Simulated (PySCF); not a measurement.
# Excitation energy of Te⁺ by level of theory

Te⁺ [Kr] 4d10 5s2 5p3 (4S) → Te⁺ [Kr] 4d10 5s2 5p2 5d1 (high-spin determinant), as a difference of total energies. Computed with PySCF 2.14 in dyall-av2z (22s16p12d, 130 functions), with the non-relativistic Hamiltonian (point nucleus). Correlated levels: valence: [Kr] 4d10 frozen; virtual orbitals above 40 to 60 times the deepest correlated orbital energy dropped. The calculations carry no spin-orbit coupling.

```json
{"method": "UHF", "excitation energy (cm⁻¹)": "90705"}
{"method": "MP2 (valence)", "excitation energy (cm⁻¹)": "90362"}
{"method": "SCS-MP2 (valence)", "excitation energy (cm⁻¹)": "89816"}
{"method": "CCSD (valence)", "excitation energy (cm⁻¹)": "90011"}
{"method": "CCSD(T) (valence)", "excitation energy (cm⁻¹)": "88385"}
```

The promoted electron is Rydberg-like, and one or two diffuse shells describe it only roughly, which tends to raise the upper state.

The coupled-cluster amplitudes are large for the upper state (T1 above 0.03 or a double amplitude above 0.15), so a single reference is strained.

The determinant of the upper state mixes LS terms, which raises its energy above the lowest term, most at the Hartree-Fock and MP2 levels.
